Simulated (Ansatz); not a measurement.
A nudged elastic band was laid between two geometries of C$_{2}$H$_{5}$AlBF (10 atoms, charge 0, multiplicity 1).

The calculation used RKS BLYP/def2-SVP in Ansatz 0.2.0.

- movable images: 9
- climbing image: yes
- spring: 5.0 eV/Å²
- optimiser: quadratic models (default)
- start path: through a guess of the saddle point
- force threshold: 0.03 eV/Å
- iteration limit: 60
- end points: relaxed

Image 0:

```xyz
10
Properties=species:S:1:pos:R:3
B -1.487 -0.585 -0.386
C -0.050 -0.162 0.050
C 0.670 -1.041 0.817
Al 0.817 1.539 -0.407
F 0.006 2.682 -1.337
H -2.197 0.140 -1.052
H -1.917 -1.675 -0.051
H 1.696 -0.838 1.182
H 0.256 -2.023 1.121
H 2.288 1.912 0.066
```

Image 10:

```xyz
10
Properties=species:S:1:pos:R:3
B -1.480 -0.583 -0.383
C -0.045 -0.164 0.054
C 0.674 -1.045 0.820
Al 0.741 1.564 -0.451
F 2.307 1.885 0.087
H -2.186 0.144 -1.056
H -1.921 -1.668 -0.049
H 1.700 -0.843 1.183
H 0.255 -2.026 1.120
H 0.038 2.686 -1.322
```

Q: Which bonds break or form, and what moves?

A: No bond is made or broken. The dihedral C3–C2–Al4–F5 goes from -180 to 0°.

Q: What energy profile does the band end with?

A: The run converged. The highest image is number 5 of 0 to 10, 0.058 eV above the first end and 0.075 eV above the last; the last end lies 0.017 eV below the first. A vibrational analysis at the climbing image gives one clearly imaginary mode, 48i cm⁻¹: a first-order saddle point.

| image | path coordinate (Å) | energy (eV) | dihedral C3–C2–Al4–F5 (°) |
| --- | --- | --- | --- |
| 0 | 0.00 | 0.000 | -180 |
| 1 | 0.50 | 0.006 | -163 |
| 2 | 0.99 | 0.022 | -148 |
| 3 | 1.49 | 0.040 | -133 |
| 4 | 1.98 | 0.053 | -118 |
| 5 | 2.48 | 0.058 | -103 |
| 6 | 3.11 | 0.052 | -83 |
| 7 | 3.74 | 0.037 | -62 |
| 8 | 4.37 | 0.016 | -40 |
| 9 | 5.00 | -0.007 | -20 |
| 10 | 5.63 | -0.017 | 0 |

Q: What is the geometry of the highest image?

A: 
```xyz
10
Properties=species:S:1:pos:R:3:forces:R:3
B -1.312 -0.653 -0.550 0.00 0.00 0.00
C 0.014 -0.173 0.114 0.00 0.00 0.00
C 0.560 -0.981 1.074 0.00 0.00 0.01
Al 0.801 1.516 -0.508 0.00 -0.01 0.00
F 0.136 2.957 0.057 0.00 0.01 0.00
H -1.840 -0.030 -1.455 0.00 0.00 0.00
H -1.846 -1.682 -0.176 0.00 0.00 0.00
H 1.505 -0.760 1.607 0.00 0.00 0.00
H 0.069 -1.926 1.380 0.00 0.00 0.00
H 1.996 1.681 -1.540 0.00 0.00 0.00
```

Q: What are the harmonic wavenumbers there?

A: 48i, 113, 134, 165, 306, 361, 470, 533, 577, 682, 832, 862, 946, 994, 1013, 1141, 1228, 1396, 1565, 1906, 2473, 2550, 2985, 3063 cm⁻¹.

Run time: 4 min on 2 threads of Arm Neoverse V1, on a shared host, peak memory 0.14 GiB.
